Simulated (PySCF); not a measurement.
**Electronic absorption of SiEt2F2**

SiEt2F2, C4H10F2Si.
InChI=1S/C4H10F2Si/c1-3-7(5,6)4-2/h3-4H2,1-2H3

Method used: PySCF, TDDFT B3LYP/def2-SVPD, vertical, gas phase, core orbitals frozen in the response. One conformer (not necessarily the lowest) at the PBE0-D3(BJ)/def2-SVP geometry, without solvent, vibrations or thermal averaging.

Question: Predict the UV-vis stick spectrum at this level.

Answer: 

```json
{"state": "S1", "E (eV)": "7.36", "ν̃ (cm⁻¹)": "59390", "f": "0.0013", "main configurations (H = HOMO, L = LUMO)": "H→L (99%)"}
{"state": "S2", "E (eV)": "8.07", "ν̃ (cm⁻¹)": "65080", "f": "0.059", "main configurations (H = HOMO, L = LUMO)": "H→L+2 (97%)"}
{"state": "S3", "E (eV)": "8.11", "ν̃ (cm⁻¹)": "65420", "f": "0.0030", "main configurations (H = HOMO, L = LUMO)": "H→L+1 (91%)"}
{"state": "S4", "E (eV)": "8.31", "ν̃ (cm⁻¹)": "67050", "f": "0.0003", "main configurations (H = HOMO, L = LUMO)": "H→L+3 (97%)"}
{"state": "S5", "E (eV)": "8.71", "ν̃ (cm⁻¹)": "70240", "f": "0.013", "main configurations (H = HOMO, L = LUMO)": "H-1→L (93%)"}
{"state": "S6", "E (eV)": "8.91", "ν̃ (cm⁻¹)": "71830", "f": "0.0002", "main configurations (H = HOMO, L = LUMO)": "H-2→L (85%), H→L+5 (8%)"}
{"state": "S7", "E (eV)": "8.94", "ν̃ (cm⁻¹)": "72080", "f": "0.0039", "main configurations (H = HOMO, L = LUMO)": "H→L+5 (83%), H-2→L (9%)"}
{"state": "S8", "E (eV)": "9.03", "ν̃ (cm⁻¹)": "72800", "f": "0.146", "main configurations (H = HOMO, L = LUMO)": "H→L+4 (87%)"}
{"state": "S9", "E (eV)": "9.04", "ν̃ (cm⁻¹)": "72950", "f": "0.0002", "main configurations (H = HOMO, L = LUMO)": "H-3→L (89%), H-2→L+1 (10%)"}
{"state": "S10", "E (eV)": "9.26", "ν̃ (cm⁻¹)": "74670", "f": "0.058", "main configurations (H = HOMO, L = LUMO)": "H→L+6 (69%), H-1→L+2 (29%)"}
```

Triplets (Tamm–Dancoff): T1 7.21 eV, H→L (97%); T2 7.85 eV, H→L+2 (92%); T3 7.92 eV, H→L+1 (80%), H-1→L (13%); T4 8.03 eV, H→L+3 (86%).

The lowest singlet lies at 7.36 eV (168 nm, vacuum ultraviolet) and is very weak; its leading configuration is HOMO→LUMO (99%). The most intense listed level is S8 at 9.03 eV (137 nm, f = 0.146), 1.66 eV above S1. Löwdin shares by element: HOMO carbon 48% or more, silicon 18% (atoms not listed hold the other 34%); LUMO carbon 28% or more, silicon 22% (atoms not listed hold the other 51%). Of the 10 states listed, 4 reach f = 0.01 and 3 stay under 0.0005. Weighted by f, the mean energy of these states is 8.84 eV. The oscillator strengths of these states sum to 0.285; summed over the whole spectrum of an exact calculation they would give the number of electrons, 66 (Thomas–Reiche–Kuhn). Only the lowest 10 singlets were computed, as vertical energies without vibronic structure.
